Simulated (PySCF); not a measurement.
Se(SeH)2, SMILES [SeH][Se][SeH] (H2Se3), CAM-B3LYP/def2-SVP optimised geometry.

```
5

Se    -0.87     1.16     0.00
Se    -0.60    -1.16     0.00
H      0.87    -1.16     0.00
Se    -0.82     1.80    -2.25
H     -2.26     1.61    -2.51
```

Density from CAM-B3LYP/def2-TZVP in PySCF at that geometry.

Minimum of the electron density along straight lines between bonded atoms, close to the bond critical point (lines longer than 1.1 times the sum of covalent radii, or with two minima, are not listed):

```
bond     length / Å  ρ at the minimum / e bohr⁻³  ∇²ρ there / e bohr⁻⁵  position (fraction from the first atom)
-------  ----------  ---------------------------  --------------------  ---------------------------------------
Se1–Se2       2.338                        0.105                 -0.04                                     0.50
Se2–H3        1.473                        0.177                 -0.34                                     0.63
Se1–Se4       2.338                        0.105                 -0.04                                     0.50
Se4–H5        1.473                        0.177                 -0.34                                     0.63
```
